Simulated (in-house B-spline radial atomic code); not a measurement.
Configurations of neutral nitrogen, with energies counted from [He] 2s2 (2p1/2)2 (2p3/2)1. All numbers are computed (Dirac-Hartree-Fock, average of each configuration as written; Fermi nucleus of rms radius 2.5582 fm) with a B-spline radial code for spherical atoms, not measured. Energies include first-order Breit, QED and recoil terms.

Occupations are held fixed; configurations that lie above the ionisation limit could autoionise.

```csv
configuration,E - E(ref) (eV),highest orbital,its <r> (bohr)
[He] 2s2 (2p3/2)2 (6d3/2)1,11.661,6d3/2,50.75
[He] 2s1 (2p1/2)1 (2p3/2)3,12.603,2p3/2,1.464
[He] 2s1 (2p1/2)2 (2p3/2)1 (3d5/2)1,22.95,3d5/2,10.37
[He] 2s1 (2p3/2)3 (4p1/2)1,23.317,4p1/2,16.28
[He] 2s1 (2p3/2)3 (5d5/2)1,23.959,5d5/2,34.14
```

Problem. Order these further configurations by energy, lowest first.
A. [He] 2s2 (2p1/2)2 (5d3/2)1
B. [He] 2s2 (2p1/2)1 (2p3/2)1 3s1
C. [He] 2s2 (2p3/2)3
D. [He] 2s2 (2p1/2)1 (2p3/2)1 (3d3/2)1
E. [He] 2s2 (2p1/2)2 (5f7/2)1

Solution. C (0.029966 eV), B (7.8823 eV), D (10.196 eV), A (12.064 eV), E (12.069 eV).

Problem. How far above the reference does [He] 2s2 (2p3/2)2 6s1 lie?

Solution. 11.476 eV; its least bound orbital is 6s1/2 with <r> = 36.15 bohr.
